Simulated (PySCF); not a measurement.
## Excited states of N³⁺ (nitrogen, charge +3)

Ground state [He] 2s2, ¹S. Calculation: PySCF 2.14, in def2-TZVPPD with one added diffuse shell each of s, p, d type (7s4p4d1f, 46 functions); the non-relativistic Hamiltonian (point nucleus). Vertical excitation energies in eV without spin-orbit coupling; excited terms of each kind are numbered among those the solver found. Frozen: nothing.

```json
{"term": "1 3P°", "leading excitation": "2s → p", "EOM-EE-CCSD": "8.305"}
{"term": "1 1P°", "leading excitation": "2s → p", "EOM-EE-CCSD": "16.316"}
{"term": "1 3S", "leading excitation": "2s → s", "EOM-EE-CCSD": "46.660"}
```

Only the lower part of the computed list is shown. Doubly excited terms such as np² are absent. The solver can miss terms.
